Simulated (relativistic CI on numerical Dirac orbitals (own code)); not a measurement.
## One change at a time: Lu¹⁶⁺

Base calculation: Dirac-Coulomb-Breit CI, separate exchange-only KLI orbitals for each configuration, model QED (radiative potential, 1s self-energy scaled to tabulated hydrogen-like ionisation energies), unscaled Slater integrals.

Configuration list (outside the closed core [Ar] 3d10 4d10): 4s2 4p6 4f9, 4s2 4p6 4f8 5s, 4s2 4p6 4f7 5s 5p, 4s2 4p6 4f8 5p, 4s2 4p6 4f8 6s, 4s2 4p5 4f10, 4s2 4p6 4f7 5s2, 4s2 4p6 4f6 5s2 5p, 4s2 4p6 4f6 5s2 6s, 4p6 4f11, 4p5 4f12. Double excitations out of closed p, d and f shells are left out; levels of such configurations are missing from the list, as are those of other unlisted configurations, and high levels can miss mixing partners.

The lowest level and the first level of each name with at least 55 % of one term (blank where a level has no safe partner in the second run):

| Level | Base (cm⁻¹) | Shift (cm⁻¹) |
| --- | --- | --- |
| 4s2 4p6 4f8 5s 8F_13/2 | 0.0 | 0.0 |
| 4s2 4p6 4f8 5s 8F_11/2 | 5191.9 | -1.4 |
| 4s2 4p6 4f8 5s 8F_9/2 | 8266.6 | -1.3 |
| 4s2 4p6 4f9 6H°_15/2 | 10005.9 | +395.4 |
| 4s2 4p6 4f8 5s 8F_7/2 | 10793.8 | -2.0 |
| 4s2 4p6 4f8 5s 8F_5/2 | 12659.2 | -2.6 |
| 4s2 4p6 4f8 5s 8F_3/2 | 13984.8 | -3.0 |
| 4s2 4p6 4f8 5s 8F_1/2 | 14778.8 | -3.4 |
| 4s2 4p6 4f9 6H°_13/2 | 18261.4 | +380.3 |
| 4s2 4p6 4f9 6H°_11/2 | 23069.6 | +518.6 |
| 4s2 4p6 4f9 6F°_11/2 | 26428.9 | +780.1 |
| 4s2 4p6 4f9 6H°_9/2 | 26921.9 | +674.3 |
| 4s2 4p6 4f9 6F°_9/2 | 28253.5 | +959.2 |
| 4s2 4p6 4f9 6H°_7/2 | 30396.4 | +555.2 |
| 4s2 4p6 4f8 5s 6F_11/2 | 32493.0 | +413.8 |
| 4s2 4p6 4f9 6H°_5/2 | 32766.5 | +567.0 |
| 4s2 4p6 4f9 6F°_7/2 | 33061.8 | +966.7 |
| 4s2 4p6 4f8 5s 6F_9/2 | 36383.2 | +271.7 |
| 4s2 4p6 4f9 6F°_5/2 | 36413.9 | +897.9 |
| 4s2 4p6 4f9 6F°_3/2 | 37699.7 | +898.9 |
| 4s2 4p6 4f9 6F°_1/2 | 39167.8 | +843.5 |
| 4s2 4p6 4f8 5s 6F_7/2 | 40838.6 | +400.4 |

At this charge transitions that keep the count of f electrons are usually good to a few per cent. Terms inside the open d or f shell come out 10 to 20 % too wide with unscaled integrals. Levels that differ in their count of f electrons can be misplaced by several ten thousand cm⁻¹, since the correlation energy of f electrons is missing or only estimated; rates across such gaps can be off by orders of magnitude. The computed lowest level isn't the tabulated ground level, which NIST ASD gives as 4f9 6H°15/2; for such ions that label comes from theory and may be the wrong one.

One thing was changed in a second run, which moved the levels as shown. Which?
A. configuration mixing switched off
B. Breit term removed
C. QED terms removed
D. valence Slater integrals scaled by 0.9

A. Configuration mixing switched off. Without mixing, levels that were pushed by configurations of the same parity and J return to their single-configuration places.

LS names give the leading component of a level, which can be under half, so a name can repeat, a term be missing and a line seem to break the LS rules.
